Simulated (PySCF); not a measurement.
CH₅BOS₂. Atoms are numbered in the order given.

```xyz
10

B      0.1163     0.1393     0.0000
O      1.1924    -0.6969     0.0000
C      1.0567    -2.1112     0.0000
H      0.5110    -2.4649    -0.9019
H      0.5110    -2.4649     0.9019
H      2.0713    -2.5540     0.0000
S      0.3973     1.9441     0.0000
H      1.7559     1.8406     0.0000
S     -1.5906    -0.5367     0.0000
H     -2.2174     0.6709     0.0000
```

Geometry optimised at PBE-D3(BJ)/def2-SVP. This is a generated structure with no PubChem entry under its InChIKey; it may be hypothetical. The values are those of a single conformer.

Calculation: PySCF with PBE-D3(BJ)/def2-SVP.

Frequencies are harmonic and unscaled.

```tsv
mode	ν (cm⁻¹)	IR (km/mol)	moving atoms (share of kinetic energy)
1	69	0.0	H 97 %
2	140	8.5	O 44 %, H 25 %, C 18 %
3	184	3.7	S 39 %, C 37 %, H 21 %
4	217	2.0	S 62 %, O 13 %, H 12 %, B 9 %
5	256	34.9	H 93 %
6	354	0.0	H 89 %
7	374	2.7	S 36 %, O 30 %, C 20 %, H 13 %
8	487	3.7	B 78 %, O 13 %
9	503	2.8	S 54 %, O 29 %
10	740	25.3	H 83 %, S 10 %
11	770	19.0	H 82 %
12	992	224.0	B 76 %, H 12 %, S 9 %
13	1029	21.2	C 39 %, O 32 %, B 17 %, H 11 %
14	1129	0.2	H 76 %, C 19 %
15	1153	8.3	H 71 %, C 20 %
16	1318	383.9	B 40 %, O 29 %, H 20 %, C 11 %
17	1418	16.3	H 96 %
18	1419	9.2	H 97 %
19	1442	63.1	H 70 %, B 13 %, O 13 %
20	2619	0.6	H 97 %
21	2631	0.0	H 97 %
22	2945	42.7	H 97 %
23	3026	20.5	H 90 %, C 10 %
24	3073	17.1	H 91 %, C 9 %
```
